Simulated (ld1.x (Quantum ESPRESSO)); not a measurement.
bismuth (Bi), RRKJ: configuration errors across variants

* Element: Bi
* Generator: ld1.x (Quantum ESPRESSO) 7.5
* Type: norm-conserving RRKJ (Kleinman–Bylander form)
* Functional: PBE
* Relativity: scalar-relativistic
* Frozen core: [Xe] 4f14
* Valence charge: 15
* Reference configuration: 5d10 6s2 6p3
* Partial waves: 6s (bound): rc 1.75 bohr; 6p (bound): rc 2.10 bohr; 5d (bound): rc 1.10 bohr
* Local potential: all-electron potential smoothed inside 1.15 bohr (lloc = -1)
* Core correction: none
* rho0: 0.02

All-electron excitation energies from the reference (eV): (1) 5d10 6s2 6p2 7.913; (2) 5d10 6s2 6p0 46.502; (3) 5d10 6s1 6p3 18.731; (4) 5d10 6s2 6p3.3 -1.094; (5) 5d10 6s2 6p2.5 3.097; (6) 5d10 6s1 6p0 91.907.

Tests that are not counted but printed errors over 1 eV. “base”: 5d10 6s2 6p1 (solver errors, printed error -4.2 eV). “core correction a·sin(br)/r model core inside 1.04 bohr”: 5d10 6s2 6p1 (solver errors, printed error -3.6 eV).

4 further variants failed, have other tests or too few solved ones, and are left out.

A true bound ghost makes a file unfit for plane-wave use even where its test errors are small: the radial tests pick states by their node count and pass the ghost by. Where a test does run into it, the solver fails or the error is huge.

Errors AE − PS in meV (a dash: test not solved or not reliable):

| change | (1) | (2) | (3) | (4) | (5) | (6) | bound ghosts |
| --- | --- | --- | --- | --- | --- | --- | --- |
| base | -1.8 | -4.5 | +3.5 | +0.6 | -1.1 | +43 | s, p |
| local potential the p channel | -2.0 | -4.6 | +0.6 | +0.6 | -1.1 | +18 | none |
| core correction a·sin(br)/r model core inside 1.04 bohr | -2.4 | -30 | -0.4 | +0.6 | -1.2 | -48 | s, p |
| type TM; local potential all-electron potential smoothed inside 1.55 bohr (lloc = -1); rho0 0 | -5.0 | -10 | -13 | +0.4 | -1.8 | +23 | s, p |

Give the same row for: local potential all-electron potential smoothed inside 1.86 bohr (lloc = -1).

-0.8, -24, +10, +0.7, -0.8, +2.5; bound ghosts: s.
